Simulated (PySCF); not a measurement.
# Frontier levels across methods

Species: C5H6F2.
Cartesian coordinates in Å at the PBE0-D3(BJ)/def2-SVP level; atoms count from 1:
```xyz
13
C5H6F2 angstrom
F      2.4185   -0.6462   -0.0647
C      1.4846    0.2544   -0.4489
F      2.0492    1.4834   -0.3893
C      0.2929    0.1885    0.4668
C     -0.9132    0.9965    0.0463
C     -1.6901   -0.0840   -0.1241
C     -0.6160   -1.0628    0.2829
H      1.2181    0.0494   -1.5022
H      0.6518    0.3544    1.4970
H     -1.0633    2.0723   -0.0715
H     -2.7305   -0.2216   -0.4304
H     -0.2819   -1.7779   -0.4877
H     -0.8032   -1.6239    1.2123
```

Basis pcSseg-1 throughout (PySCF), one geometry. Isolated species at its PBE0-D3(BJ)/def2-SVP geometry (one conformer only).

**Question.** How do the orbital energies, the gap and the dipole change with the method?

**Answer.** 
```csv
method,kind,HOMO (eV),LUMO (eV),gap (eV),μ (D),SCF cycles
OPBE,GGA,-6.49,-0.97,5.51,2.01,16
BP86,GGA,-6.63,-1.19,5.43,2.07,15
LDA,LDA,-6.70,-1.33,5.37,2.13,15
B97-2,global hybrid,-7.44,-0.13,7.31,2.25,14
BHandHLYP,global hybrid,-8.68,1.07,9.76,2.44,12
CAM-B3LYP,range-separated hybrid,-9.02,1.12,10.14,2.30,12
HF,Hartree–Fock,-10.13,3.89,14.02,2.64,10
```

The HOMO spans 3.64 eV, from OPBE down to HF, and the gap runs from 5.37 eV (LDA) to 14.02 eV (HF). Over the methods OPBE (0 %), BP86 (0 %), LDA (0 %), B97-2 (21 %), BHandHLYP (50 %), HF (100 %), a straight line through the gap against the share of exact exchange rises by 0.86 eV for each 10 % (correlation coefficient 1.000). The dipole ranges from 2.01 D (OPBE) to 2.64 D (HF). This basis has no diffuse functions.
